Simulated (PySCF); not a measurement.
A search over the determinants of SrHg

Unrestricted PBE0; Sr def2-SVP with ECP28, Hg def2-SVP with ECP60; scalar-relativistic core potentials (PySCF 2.14). Outer shells of the fragments: Sr 5s2; Hg 5d10 6s2.

Followed along the bond (rough minima from three points):

```
2Ms+1  unpaired  ⟨S²⟩ at the start  R at minimum (Å)  Te (eV)
    1      none               0.00              4.10     0.00
    3  σ ↑, π ↑               2.00              3.17     1.21
    1  σ ↑, π ↓               1.00              3.14     1.35
    3      σ ↑↑               2.00              3.55     1.59
```

Solutions found at the starting distance of 3.085 Å, counted from the lowest of them; the search is not exhaustive and high or unbound solutions are not listed, so other states can lie among these:

| 2Ms+1 | unpaired | term | E (eV) | ⟨S²⟩ | ⟨Lz²⟩ | μ (D) |
| --- | --- | --- | --- | --- | --- | --- |
| 1 | none | ¹Σ⁺ | 0.00 | 0.00 | 0.00 | 1.10 |
| 3 | σ ↑, π ↑ | ³Π | 0.90 | 2.00 | 1.00 | -3.32 |
| 1 | σ ↑, π ↓ | mixed | 1.04 | 1.00 | 1.02 | -2.77 |
| 3 | σ ↑↑ | ³Σ⁺ | 1.40 | 2.00 | 0.00 | -2.44 |
| 3 | σ ↑, δ ↑ | ³Δ | 1.64 | 2.00 | 4.00 | 1.02 |
| 1 | σ ↑, δ ↓ | mixed | 1.96 | 1.00 | 4.00 | 0.98 |
| 1 | π ↑↓ | mixed | 2.77 | 1.00 | 2.01 | -9.21 |
| 1 | none | mixed | 3.14 | 0.00 | 2.00 | -7.11 |
| 3 | π ↑, δ ↑ | not assigned | 9.60 | 2.10 | 3.98 | -1.57 |
| 3 | π ↑, δ ↑ | mixed | 9.69 | 2.07 | 5.02 | -1.30 |

A term symbol is given only where ⟨S²⟩ and ⟨Lz²⟩ are close to those of a pure state; real π, δ and φ orbitals otherwise mix terms. A positive dipole means Sr(−)Hg(+).

Task: Compare the gap between the two lowest followed solutions at the starting distance with the gap between their minima.

Result: At PBE0 the second solution (triplet, unpaired electrons σ ↑, π ↑) lies +0.90 eV from the first (singlet, closed shell) at 3.085 Å and +1.21 eV at the minima; the two curves relax by different amounts, since their minima lie near 3.17 and 4.10 Å.

Spin–orbit coupling is left out. Counting both spins, an empty level lies below a filled one in some of these solutions, because spin and occupation are held.
